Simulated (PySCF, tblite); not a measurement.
The geometries are computed with GFN2-xTB (gas phase). One conformer each, none proved a minimum here. Atom numbers follow the mapped SMILES.

Problem. Rank these C–N bonds from shortest to longest.
A. C6–N7 in `[H]/[N:9]=[CH:8]\[C:5](=[C:4]=[CH:3][C:2]#[N:1])[C:6]#[N:7]` with C4–C5–C8–N9 -178°
B. C6–N7 in `[H]/[N:7]=[CH:6]/[C:5]#[C:4][CH2:3][C:2](=[CH2:1])[CH:8]([CH3:9])[CH3:10]` with C1–C2–C3–C4 118°, C1–C2–C8–C9 -33°
C. C2–N3 in `[CH3:1][CH2:2][N:3]([CH3:4])[c:5]1[cH:6][cH:7][cH:8][cH:9][cH:10]1` with C1–C2–N3–C4 81°, C2–N3–C5–C6 174°

Solution. A (1.145 Å), B (1.261 Å), C (1.444 Å).

- 1.145 Å: drawn triple, nitrile carbon to nitrile nitrogen
- 1.261 Å: drawn double, imine carbon to imine nitrogen
- 1.444 Å: drawn single, sp3 carbon bound to nitrogen to aniline-type nitrogen

Problem. Order the C–C distances, shortest first.
A. C2–C6 in `[F:1][C:2]1=[C:3]([F:4])[O:5][CH2:6]1`
B. C5–C6 in `[CH3:1][CH2:2][N:3]([CH3:4])[c:5]1[cH:6][cH:7][cH:8][cH:9][cH:10]1` with C1–C2–N3–C4 81°, C2–N3–C5–C6 174°
C. C3–C4 in `[H]/[N:9]=[CH:8]\[C:5](=[C:4]=[CH:3][C:2]#[N:1])[C:6]#[N:7]` with C4–C5–C8–N9 -178°
D. C2–C8 in `[CH3:1][C@H:2]1[C:3](=[O:4])[CH:5]=[C:6]([F:7])[C:8]1=[O:9]`
E. C6–C9 in `[CH:1]#[C:2][SiH2:3][Si@H:4]1[CH2:5][C@H:6]([S:7][SiH3:8])[CH2:9]1` with C2–Si3–Si4–C5 -37°, C5–C6–S7–Si8 76°, Si3–Si4–C5–C6 96°, Si4–C5–C6–S7 141°, C5–C6–C9–Si4 -19°, Si3–Si4–C9–C6 -94°

Solution. C (1.302 Å), B (1.402 Å), A (1.506 Å), D (1.519 Å), E (1.530 Å).

- 1.302 Å: drawn double, outer carbon of cumulated double bonds to central carbon of cumulated double bonds
- 1.402 Å: aromatic, aromatic carbon bearing nitrogen to aromatic CH carbon, in a 6-membered ring
- 1.506 Å: drawn single, vinylic C–F carbon to sp3 carbon bound to oxygen, in a 4-membered ring
- 1.519 Å: drawn single, sp3 carbon next to a carbonyl to ketone carbonyl carbon, in a 5-membered ring
- 1.530 Å: drawn single, sp3 carbon bound to sulfur to sp3 carbon bound to silicon, in a 4-membered ring

Problem. Order these C–C–C angles, narrowest first.
A. C5–C6–C7 in `[CH3:1][CH2:2][N:3]([CH3:4])[c:5]1[cH:6][cH:7][cH:8][cH:9][cH:10]1` with C1–C2–N3–C4 81°, C2–N3–C5–C6 174°
B. C1–C2–C3 in `[CH3:1][C@H:2]1[C:3](=[O:4])[CH:5]=[C:6]([F:7])[C:8]1=[O:9]`
C. C5–C6–C9 in `[CH:1]#[C:2][SiH2:3][Si@H:4]1[CH2:5][C@H:6]([S:7][SiH3:8])[CH2:9]1` with C2–Si3–Si4–C5 -37°, C5–C6–S7–Si8 76°, Si3–Si4–C5–C6 96°, Si4–C5–C6–S7 141°, C5–C6–C9–Si4 -19°, Si3–Si4–C9–C6 -94°
D. C3–C2–C6 in `[F:1][C:2]1=[C:3]([F:4])[O:5][CH2:6]1`
E. C6–C5–C8 in `[H]/[N:9]=[CH:8]\[C:5](=[C:4]=[CH:3][C:2]#[N:1])[C:6]#[N:7]` with C4–C5–C8–N9 -178°

Solution. D (87.7°), C (100.5°), B (111.8°), E (117.2°), A (121.3°).
